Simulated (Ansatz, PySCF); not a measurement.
C3H4O2Si, SMILES C1=C[SiH2]OC1=O. Atoms are numbered in the order given.

```xyz
10

O      0.4115     2.2994     0.0000
C      0.1387     1.1364     0.0000
C     -1.2500     0.5673     0.0000
C     -1.3488    -0.7712     0.0000
Si     0.4064    -1.4084     0.0000
O      1.0785     0.1557     0.0000
H     -2.0824     1.2766     0.0000
H     -2.3079    -1.2939     0.0000
H      0.8172    -2.1497    -1.2215
H      0.8172    -2.1497     1.2215
```
Charge 0, spin multiplicity 1.

The structure is a stationary point at PBE0-D3(BJ)/def2-SVP. This is a generated structure with no PubChem entry under its InChIKey; it may be hypothetical.

Two levels are set side by side: PBE-D3(BJ)/def2-SVP (Ansatz, a quantum-chemistry and plane-wave program) and PBE0-D3(BJ)/def2-SVP (Ansatz). Each level has its own optimised geometry; the coordinates shown are those of the second. Frequencies come from the Hessian of PySCF at each geometry. Differences are taken from unrounded values.

| quantity | PBE0-D3(BJ) | PBE-D3(BJ) | PBE-D3(BJ) minus PBE0-D3(BJ) |
|---|---|---|---|
| mean bond length (Å) | 1.412 | 1.424 | 0.012 |
| bond O1–C2 (Å) | 1.195 | 1.208 | 0.014 |
| bond C2–C3 (Å) | 1.501 | 1.507 | 0.006 |
| bond C2–O6 (Å) | 1.358 | 1.380 | 0.022 |
| bond C3–C4 (Å) | 1.342 | 1.353 | 0.011 |
| bond C4–Si5 (Å) | 1.867 | 1.877 | 0.009 |
| bond Si5–O6 (Å) | 1.702 | 1.720 | 0.017 |
| bond C3–H7 (Å) | 1.094 | 1.102 | 0.008 |
| bond C4–H8 (Å) | 1.092 | 1.100 | 0.008 |
| bond Si5–H9 (Å) | 1.487 | 1.499 | 0.012 |
| bond Si5–H10 (Å) | 1.487 | 1.499 | 0.012 |
| highest harmonic wavenumber (cm⁻¹) | 3241 | 3147 | -94 |
| mean harmonic wavenumber (cm⁻¹) | 1182 | 1135 | -47 |
| zero-point energy (kcal/mol) | 40.55 | 38.93 | -1.62 |

GGA bonds tend to be longer and softer than those of functionals with exact exchange. Differences between two approximate levels are no errors against the true value.
